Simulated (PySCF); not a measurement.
Mg(SeH)(SiH3) (H4MgSeSi), SMILES [SiH3][Mg][SeH].

Coordinates come from a TPSSh-D3(BJ)/def2-SVP optimisation. Other conformers were not sampled.

All values below come from PySCF with PBE0/def2-TZVPD.

The molecule is in vacuum.

```yaml
total_energy: -2893.05961 hartree
highest_occupied_level: -6.79 eV
lowest_empty_level: -1.27 eV
orbital_gap: 5.52 eV
dipole_moment: 0.86 D
quadrupole, principal values (traceless, Buckingham form, about the centre of nuclear charge): -15.69, 4.46, 11.23 D·Å
mean_static_polarisability: 100.3 bohr³ (14.86 Å³)
polarisability_principal_values: 80.2, 82.8, 137.8 bohr³
```
